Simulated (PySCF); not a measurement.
GaF(OH) + HF → GaF₂ + H₂O

Level: PBE0 in the def2-TZVP basis family, all electrons, no relativity, computed in PySCF with density fitting; open shells unrestricted.

```json
{"species": "GaF(OH)", "state and structure": "doublet, Cs, Ga–F 1.759 Å, Ga–O 1.795 Å, O–H 0.961 Å; F–Ga–O 114.7°, Ga–O–H 113.7°", "E (Eh)": "-2100.21184", "ZPE (kJ/mol)": "38.9", "H(298 K) − H(0) (kJ/mol)": "13.4", "S° (J/(mol K))": "290.6"}
{"species": "HF", "state and structure": "singlet, C∞v, H–F 0.920 Å", "E (Eh)": "-100.39188", "ZPE (kJ/mol)": "24.9", "H(298 K) − H(0) (kJ/mol)": "8.7", "S° (J/(mol K))": "173.6"}
{"species": "GaF₂", "state and structure": "doublet, C2v, Ga–F 1.756 Å (×2); F–Ga–F 116.7°", "E (Eh)": "-2124.23652", "ZPE (kJ/mol)": "9.0", "H(298 K) − H(0) (kJ/mol)": "12.2", "S° (J/(mol K))": "279.0"}
{"species": "H₂O", "state and structure": "singlet, C2v, O–H 0.960 Å (×2); H–O–H 105.1°", "E (Eh)": "-76.37736", "ZPE (kJ/mol)": "56.5", "H(298 K) − H(0) (kJ/mol)": "9.9", "S° (J/(mol K))": "188.7"}
```

Task: What is the electronic reaction energy?

Result: At PBE0/def2-TZVP, ΔE = -26.7 kJ/mol from the differences of the total energies times 2625.5, downhill. 

Task: Add zero-point, thermal and entropy terms for 298.15 K and 1 bar.

Result: ΔZPE = 1.7 and Δ[H(298) − H(0)] = 0.0 kJ/mol give ΔH° = -25.0 kJ/mol. ΔS° = 3.5 J/(mol K), so ΔG° = -25.0 − 298.15 × (0.0035) = -26 kJ/mol and log₁₀K = 4.6.

Only the bonding shown was studied: isomers, or loss of a ligand pair, can lie lower.
